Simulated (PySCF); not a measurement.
**Excitation energy of Pb by level of theory**

Pb [Xe] 4f14 5d10 6s2 6p2 (3P) → Pb [Xe] 4f14 5d10 6s2 6p1 6d1 (high-spin determinant), as a difference of total energies. All numbers are calculated (PySCF 2.14, scalar relativity by spin-free X2C-1e, in aug-cc-pVTZ-DK3 (9s8p6d3f, 84 functions)). Correlated levels: valence: [Xe] 4f14 5d10 frozen. The calculations carry no spin-orbit coupling.

| method | excitation energy (cm⁻¹) |
| --- | --- |
| UHF | 43876 |
| MP2 (valence) | 44421 |
| SCS-MP2 (valence) | 44292 |
| CCSD (valence) | 43931 |
| CCSD(T) (valence) | 43811 |

Spin-orbit coupling is strong in these open shells (close to jj coupling). The scalar numbers leave it out and a first-order estimate fails, so it can dominate the gap to the real levels.

The promoted electron is Rydberg-like, and one or two diffuse shells describe it only roughly, which tends to raise the upper state.

The determinant of the upper state mixes LS terms, which raises its energy above the lowest term, most at the Hartree-Fock and MP2 levels.
